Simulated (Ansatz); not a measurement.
Isolated molecules relaxed with PBE0-D4/def2-TZVP in Ansatz; ΔE leaves out vibrations. CCSD(T)/CBS adds triple-zeta CCSD(T) − MP2 to the extrapolated MP2 energy (def2 sets, frozen cores). This one scheme is used for every species. Functionals use def2-TZVPP. def2 core potentials past Kr. For Te outer-core shells are correlated without core-valence functions, which leaves a few kJ/mol of doubt a bond. Each species was taken in one conformer, which may not be the lowest.

`[OH][Al]([F])[TeH]` + `BO` → `B[O][Al]([OH])[F]` + H₂Te  (ligand exchange at the Al–Te bond)

```json
{"level": "PBE-D4", "ΔE (kJ/mol)": "-1.0", "difference from CCSD(T)/CBS": "11.0"}
{"level": "revPBE-D4", "ΔE (kJ/mol)": "-3.3", "difference from CCSD(T)/CBS": "8.7"}
{"level": "BLYP-D4", "ΔE (kJ/mol)": "-20.1", "difference from CCSD(T)/CBS": "-8.1"}
{"level": "r2SCAN-D4", "ΔE (kJ/mol)": "-14.1", "difference from CCSD(T)/CBS": "-2.1"}
{"level": "r2SCAN0-D4", "ΔE (kJ/mol)": "-14.1", "difference from CCSD(T)/CBS": "-2.1"}
{"level": "BHLYP-D4", "ΔE (kJ/mol)": "-23.5", "difference from CCSD(T)/CBS": "-11.5"}
{"level": "ωB97X-V", "ΔE (kJ/mol)": "-16.4", "difference from CCSD(T)/CBS": "-4.4"}
{"level": "revPBE", "ΔE (kJ/mol)": "-1.6", "difference from CCSD(T)/CBS": "10.4"}
{"level": "PBE0", "ΔE (kJ/mol)": "-5.2", "difference from CCSD(T)/CBS": "6.8"}
{"level": "LC-ωPBE", "ΔE (kJ/mol)": "-13.8", "difference from CCSD(T)/CBS": "-1.8"}
{"level": "RPA@PBE/def2-TZVPP", "ΔE (kJ/mol)": "-19.4", "difference from CCSD(T)/CBS": "-7.4"}
{"level": "SCS-MP2/def2-TZVPP", "ΔE (kJ/mol)": "-19.8", "difference from CCSD(T)/CBS": "-7.8"}
{"level": "CCSD/def2-TZVPP", "ΔE (kJ/mol)": "-21.9", "difference from CCSD(T)/CBS": "-9.9"}
{"level": "HF/def2-QZVPP", "ΔE (kJ/mol)": "-34.4", "difference from CCSD(T)/CBS": "-22.4"}
{"level": "MP2/CBS(def2)", "ΔE (kJ/mol)": "-6.9", "difference from CCSD(T)/CBS": "5.1"}
{"level": "CCSD/CBS(def2)", "ΔE (kJ/mol)": "-16.1", "difference from CCSD(T)/CBS": "-4.1"}
{"level": "CCSD(T)/CBS", "ΔE (kJ/mol)": "-12.0", "difference from CCSD(T)/CBS": "0"}
```

Largest T1 diagnostic among the species: 0.014.

From BLYP to BHLYP (50 % exact exchange), in def2-TZVPP and without D4, ΔE moves by −6.0 kJ/mol. Leaving LDA and LC-ωPBE aside and taking each functional with its dispersion term where it has one, the values, not all of them listed here, spread over 25.3 kJ/mol, from CAM-B3LYP-D4 to PBE-D4.
